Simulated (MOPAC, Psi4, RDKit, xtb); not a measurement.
Two geometries of C2H5BO4, SMILES OB(CC(O)=O)O, singlet, relaxed at B3LYP-D3(BJ)/def2-SVP with one dihedral held; other torsions can differ between them too.

Structure A

```
12

O      0.9506    -1.1233    -1.4054
C      1.1974    -0.5375    -0.3849
O      2.3815     0.1295    -0.2338
C      0.2989    -0.4455     0.8236
B      0.7334     0.3633     2.1277
O     -0.1683     0.3676     3.1490
O      1.9089     1.0260     2.2766
H      2.8811     0.0092    -1.0602
H     -0.6685    -0.0505     0.4658
H      0.0541    -1.4829     1.1127
H      0.1551     0.8742     3.9063
H      2.4579     0.9447     1.4807
```

Structure B

```
12

O      0.8124    -1.0983    -1.4010
C      1.1091    -0.6007    -0.3483
O      2.4147    -0.2984    -0.0497
C      0.2005    -0.2665     0.7945
B      0.5788    -1.0218     2.1526
O     -0.4346    -1.3727     2.9861
O      1.8659    -1.2894     2.4976
H      2.9440    -0.5611    -0.8227
H      0.3086     0.8115     1.0160
H     -0.8383    -0.4558     0.4987
H     -0.1063    -1.7957     3.7915
H      2.4883    -0.9821     1.8193
```

Task: Which is lower in energy at the level DF-MP2 (frozen core)/cc-pVTZ // B3LYP-D3(BJ)/def2-SVP (Psi4), and by how much?

Result: B is lower, by 2.11 kcal/mol (dihedral O1–C2–C4–B5: 180° in A, 120° in B).

E(B) − E(A) in kcal/mol at the other levels, on the same two geometries: B3LYP/def2-TZVP // B3LYP-D3(BJ)/def2-SVP (Psi4) -1.64; B3LYP-D3(BJ)/def2-TZVP // B3LYP-D3(BJ)/def2-SVP (Psi4) -1.80; PBE/def2-TZVP // B3LYP-D3(BJ)/def2-SVP (Psi4) -1.73; PBE-D3(BJ)/def2-TZVP // B3LYP-D3(BJ)/def2-SVP (Psi4) -1.82; HF/cc-pVTZ // B3LYP-D3(BJ)/def2-SVP (Psi4) -1.78; UFF // B3LYP-D3(BJ)/def2-SVP (RDKit) -11.76; AM1, restricted, heats of formation // B3LYP-D3(BJ)/def2-SVP (MOPAC) -1.63; PM7, restricted, heats of formation // B3LYP-D3(BJ)/def2-SVP (MOPAC) -1.94; GFN1-xTB // B3LYP-D3(BJ)/def2-SVP (xtb) -2.23.
